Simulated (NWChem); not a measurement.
A series in which one site is exchanged, each optimised at PBE0/def2-SVP with NWChem, gas phase unless a solvent is named. All stand in one matching conformer (torsions within 35°), which need not be the lowest. For some, no frequency run checked for a minimum. def2 effective core potentials on Cd, I; no spin-orbit coupling.

A: [Zn]([SeH])[I] (ZnHSeI; site = Zn)
B: [Mg]([I])[SeH] (MgHSeI; site = Mg)
C: [Se]([SeH])I (HSe2I; site = Se)
D: [SeH][Cd][I] (CdHSeI; site = Cd)

```
quantity                                                        A     B      C      D
-----------------------------------------------------  ----------  ----  -----  -----
dipole (D), PBE0/def2-SVP                              (withheld)  0.74   1.42   1.06
orbital gap (eV), PBE0/def2-SVP                        (withheld)  5.31   3.82   5.15
vertical ionisation energy, ΔSCF, B3LYP/def2-SVP (eV)  (withheld)  8.95   8.67   8.94
static polarisability, B3LYP/def2-SVPD (bohr³)         (withheld)  96.7  100.3  105.1
```

Complete the blanks.


- dipole (D), PBE0/def2-SVP, A: 0.89
- orbital gap (eV), PBE0/def2-SVP, A: 5.68
- vertical ionisation energy, ΔSCF, B3LYP/def2-SVP (eV), A: 9.02
- static polarisability, B3LYP/def2-SVPD (bohr³), A: 95.1
